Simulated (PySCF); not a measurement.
Species: C4H6NSi (doublet state).
Geometry (GFN2-xTB, Å), atoms numbered from 1 in this order:
```xyz
12
C4H6NSi angstrom
N      2.0781   -0.0406    1.0699
Si     1.1320    0.4007   -0.2112
C     -0.4954    1.1294    0.4956
C     -1.5168    0.3088    0.2600
C     -1.1977   -0.9342   -0.4030
C      0.0839   -1.1261   -0.7081
H      3.0582    0.1836    1.1409
H      1.4619    1.1432   -1.4358
H     -0.5640    2.0603    1.0275
H     -2.5412    0.5396    0.5263
H     -1.9806   -1.6447   -0.6388
H      0.4828   -2.0206   -1.1493
```

The hyperfine couplings belong to this conformer and change with its torsions.

As a line formula: `C1=C[SiH]([NH])C=C1` [radical].

Method: UKS B3LYP, pcH-1 on C H N Si, non-relativistic, mean-field spin-orbit, GIAO (PySCF). Isolated species at its GFN2-xTB geometry (one conformer only). Couplings are sensitive to structure, and on GFN2-xTB geometries they can be far from those on DFT ones. No stability test was run, so a lower SCF solution isn't excluded.

Problem. What is the g tensor, term by term?

Solution. 
```json
{"Δg (ppt)": "relativistic mass correction", "1": "-0.20", "2": "-0.20", "3": "-0.20"}
{"Δg (ppt)": "gauge correction", "1": "0.01", "2": "0.04", "3": "0.04"}
{"Δg (ppt)": "orbital Zeeman/spin–orbit", "1": "0.01", "2": "2.09", "3": "6.35"}
{"Δg (ppt)": "total", "1": "-0.18", "2": "1.92", "3": "6.19"}
```

So g = 2.00214, 2.00424, 2.00851 and g_iso = 2.00496; the tensor is rhombic: the two nearest values differ by 33 % of g3 − g1. Axes: g1 points within 9° of the C6–H12 bond.

Problem. What are the electron Larmor frequencies g μB B/h along the three axes at 350 mT?

Solution. 9.8079, 9.8182, 9.8391 GHz for g1, g2 and g3, a range of 31.2 MHz.

Problem. What effective moment and Curie constant follow for a powder?

Solution. With the mean of g² = 4.0199 and S(S+1) = 0.75: μ_eff = √(⟨g²⟩S(S+1)) = 1.736 μB and χT = 0.12505·⟨g²⟩·S(S+1) = 0.377 cm³ K/mol (cgs; spin-Hamiltonian part alone).

Problem. At 94.247 GHz, how far is the centre of the isotropic spectrum from where a free electron (g = 2.002319) resonates?

Solution. B = hν/(g μB) with μB/h = 13.99624 MHz/mT gives 3362.97 mT for the free electron and 3358.53 mT at g_iso, 4.44 mT lower.

Problem. In a frozen sample, at which fields do the three g values resonate at 9.5, 34, 94 and 263 GHz (hyperfine left aside), and which band first spreads them over more than twice a line width of 0.5 mT?

Solution. 
```
band    GHz  B(g3) mT  B(g2) mT  B(g1) mT  spread mT
   X    9.5    337.94    338.66    339.01       1.07
   Q   34.0   1209.47   1212.04   1213.31       3.85
   W   94.0   3343.82   3350.93   3354.45      10.64
   J  263.0   9355.57   9375.49   9385.33      29.76
```

The spread grows in proportion to the frequency. X band is the first where it exceeds 1.0 mT.

The Mulliken spin populations are largest on N1 (+0.84), C3 (+0.11) and C6 (+0.10). N1 is the only atom above +0.15.

The HOMO–LUMO gaps are 4.82 eV among the α and 2.56 eV among the β orbitals.
